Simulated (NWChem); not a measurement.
Species: silicon monosulfide (SiS, singlet); SMILES [Si]=S

Results from NWChem. Pople sets run with spherical d functions. Low-valent species are run as closed-shell singlets; no triplet was tried in these runs. All runs use the structure optimised with PBE0/def2-SVP. B3LYP is NWChem's, with the RPA form of VWN correlation. Total energies compare along this basis series because the functional is fixed.

```csv
level,basis functions,energy (Ha),highest occupied level (eV),orbital gap (eV),dipole (D)
B3LYP/STO-3G,18,-679.8895,-3.69,6.16,1.17
B3LYP/3-21G,26,-684.2127,-7.85,5.19,1.99
B3LYP/6-31G*,36,-687.6903,-7.83,5.33,1.79
B3LYP/6-31+G*,44,-687.6923,-7.91,5.29,1.91
B3LYP/def2-SVP,36,-687.5124,-7.73,5.40,1.48
B3LYP/def2-SVPD,51,-687.5196,-7.93,5.38,1.80
B3LYP/def2-TZVP,74,-687.7510,-7.81,5.32,1.80
B3LYP/6-311++G**,60,-687.7452,-7.92,5.30,1.93
B3LYP/aug-cc-pVTZ,100,-687.7597,-7.86,5.30,1.81
```
